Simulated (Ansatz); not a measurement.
Calculated with Ansatz (gas phase, PBE0-D4/def2-TZVP geometries, no zero-point term in ΔE). CBS: MP2 limit from def2 TZ/QZ plus the TZ coupled-cluster correction, frozen cores. This one scheme is used for every species. Double bonds are as drawn, so ΔE can hold a change between cis and trans. Functionals use def2-TZVPP. One conformer a species, not always the lowest.

Reaction (difluorocarbene loss): `FC/C(F)=C\C(F)(F)F` → `F/C=C(\F)CF` + `F[C]F`

| level | ΔE (kJ/mol) | difference from CCSD(T)/CBS |
| --- | --- | --- |
| r2SCAN0-D4 | 338.9 | 26.3 |
| BHLYP-D4 | 319.4 | 6.8 |
| BLYP | 269.8 | -42.8 |
| r2SCAN | 327.9 | 15.3 |
| r2SCANh | 331.3 | 18.7 |
| BHLYP | 309.7 | -2.9 |
| CAM-B3LYP | 309.6 | -3.0 |
| RPA@PBE/def2-TZVPP | 287.4 | -25.2 |
| HF/def2-SVP | 306.1 | -6.5 |
| CCSD(T)/def2-SVP | 324.4 | 11.8 |
| HF/def2-TZVPP | 278.6 | -34.0 |
| MP2/def2-TZVPP | 333.2 | 20.6 |
| CCSD/def2-TZVPP | 308.3 | -4.3 |
| HF/def2-QZVPP | 276.6 | -36.0 |
| HF/CBS(def2) | 276.3 | -36.3 |
| MP2/CBS(def2) | 335.8 | 23.2 |
| CCSD(T)/CBS | 312.6 | 0 |

Largest T1 diagnostic among the species: 0.017.

The D4 term adds +13.6 kJ/mol with B3LYP and +7.5 kJ/mol with PBE0; it sums over pairs of atoms, weighted by their polarisabilities, and B3LYP, whose exchange is more repulsive, gets the larger term. From PBE to PBE0 (25 % exact exchange), in def2-TZVPP and without D4, ΔE moves by +16.5 kJ/mol. In def2-TZVPP, CCSD(T) changes the Hartree–Fock value by +31.3 kJ/mol (the triples alone add +1.6 kJ/mol) and MP2 by +54.6 kJ/mol.

B3LYP here is the variant with VWN-RPA as its local correlation; programs differ in this.
